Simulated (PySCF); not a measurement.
Geometries of 2 isomers of [C7H4ClO2]- (charge -1), from PySCF, PBE0-D3(BJ)/def2-SVP geometry optimisation, gas phase. One conformer each, no zero-point energy, no frequencies.

Question: Which isomer lies lower at this level?
A.
```xyz
14
angstrom
O     -1.514    1.052    0.207
C     -0.941   -0.040    0.042
O     -1.406   -1.191   -0.055
C      0.605    0.045   -0.057
C      1.262    1.272    0.056
C      2.651    1.361   -0.025
C      3.387    0.194   -0.226
Cl     5.133    0.287   -0.331
C      2.759   -1.046   -0.345
C      1.369   -1.107   -0.258
H      0.627    2.149    0.212
H      3.172    2.317    0.065
H      3.363   -1.943   -0.503
H      0.816   -2.046   -0.340
```
B.
```xyz
14
angstrom
O      3.838    2.295    1.807
C      3.186    1.272    1.572
O      3.562    0.129    1.251
C      1.621    1.404    1.680
C      0.877    0.254    1.379
C     -0.512    0.220    1.417
C     -1.216    1.373    1.770
C     -0.513    2.532    2.080
C      0.887    2.543    2.035
Cl     1.630    4.067    2.453
H      1.491   -0.611    1.111
H     -1.050   -0.701    1.172
H     -2.310    1.375    1.806
H     -1.035    3.450    2.361
```

Answer: A. That is `c1(ccc(cc1)Cl)C(=O)[O-]`, 7.1 kcal/mol below the other.

| SMILES | atoms numbered as above | E (Eh) | relative (kcal/mol) | relative (kJ/mol) | dipole about centre of mass (D) |
| --- | --- | --- | --- | --- | --- |
| O=C([O-])c1ccc(Cl)cc1 | [O:1]=[C:2]([O-:3])[c:4]1[cH:5][cH:6][c:7]([Cl:8])[cH:9][cH:10]1 | -878.81088 | 0.0 | 0.0 | 10.23 |
| O=C([O-])c1ccccc1Cl | [O:1]=[C:2]([O-:3])[c:4]1[cH:5][cH:6][cH:7][cH:8][c:9]1[Cl:10] | -878.79957 | 7.1 | 29.7 | 8.28 |
